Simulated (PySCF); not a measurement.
HfCl2, SMILES [Cl][Hf][Cl] (connectivity only; charge and spin as stated), neutral, multiplicity 3. Atoms are numbered in the order given.

```xyz
3

Hf     0.0000     0.0000    -0.1501
Cl     0.0000    -2.3227     0.3178
Cl     0.0000     2.3227     0.3178
```
Charge 0, spin multiplicity 3.

Geometry: B3LYP-D3(BJ)/def2-TZVP. The multiplicity is an assumed one; other spin states were not compared. The def2 effective core potentials stand for the cores of Hf; spin–orbit coupling is left out.

Method: TDA-PBE/def2-SVPD (PySCF 2.14.0).

Vertical excitations. Isolated molecule, no solvent.

| state | energy (eV) | λ (nm) | f | main pairs |
|---|---|---|---|---|
| root 1 | 0.33 | 3715 | 0.000 | α HOMO→LUMO 100 % |
| root 2 | 1.37 | 904 | 0.000 | α HOMO→LUMO+1 100 % |
| root 3 | 1.43 | 867 | 0.000 | α HOMO→LUMO+2 100 % |
| root 4 | 1.58 | 782 | 0.002 | α HOMO−1→LUMO 100 % |
| root 5 | 2.29 | 541 | 0.000 | α HOMO−1→LUMO+1 100 % |
| root 6 | 2.38 | 522 | 0.001 | α HOMO−1→LUMO+2 100 % |
| root 7 | 2.99 | 415 | 0.021 | α HOMO→LUMO+3 98 % |
| root 8 | 3.03 | 409 | 0.025 | α HOMO→LUMO+4 98 % |
| root 9 | 4.18 | 296 | 0.170 | α HOMO−1→LUMO+3 80 %, β HOMO−1→LUMO 18 % |
| root 10 | 4.18 | 296 | 0.134 | α HOMO−1→LUMO+4 65 %, β HOMO→LUMO 25 % |
Unrestricted roots are not spin-pure.
